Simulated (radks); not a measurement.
Task: The rubidium ion Rb2+ is in [Ar] 3d10 4s2 4p(1/2: 2, 3/2: 3). All-electron calculation, Dirac Kohn-Sham, BLYP, spin-unpolarised, spherical densities, finite nucleus; Fermi nuclear charge, rms radius of each element as measured or else 0.836 A^(1/3) + 0.57 fm. Program: a radial shooting solver on a logarithmic mesh with Libxc functionals. Sub-shells are occupied by j as written (lower j first in brackets). One electron is removed from 4p3/2, 4s1/2, 3d5/2, 4p1/2 in turn, with full relaxation. Which removal costs least, and what does each cost?

Result: 4p3/2 39.612 eV; 4p1/2 40.698 eV; 4s1/2 57.318 eV; 3d5/2 138.19 eV. The 4p3/2 electron leaves first.
